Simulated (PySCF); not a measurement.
## Interval between two levels of Eu by level of theory

Eu [Xe] 4f7 6s2 [8S7/2, M_J = 7/2] → Eu [Xe] 4f7 6s1 6p1 [10P11/2, M_J = 11/2], as a difference of total energies. Computed with PySCF 2.14 in x2c-TZVPall-2c with one added diffuse shell each of s, p, d, f type (12s12p11d5f1g, 147 functions), with the two-component X2C-1e Hamiltonian. Correlated levels: [Ar] 3d10 frozen; the 18 highest virtual spinors dropped. "Screened" scales the spin-orbit matrix elements by Boettger's factors to mimic the two-electron term; Breit and QED terms are absent.

```csv
method,interval between two levels (cm⁻¹)
GHF (screened spin-orbit),8481.5
GMP2 (screened spin-orbit),15436
```

The labels give the starting determinants; with spin-orbit coupling the two ends relaxed to ⟨J²⟩ = 15.76, ⟨L²⟩ = 0.10, ⟨S²⟩ = 15.71 and ⟨J²⟩ = 35.79, ⟨L²⟩ = 2.16, ⟨S²⟩ = 24.67.

For comparison: 15582 cm⁻¹ (measured; NIST Handbook of Basic Atomic Spectroscopic Data (Sansonetti and Martin, J. Phys. Chem. Ref. Data 34, 1559 (2005))).
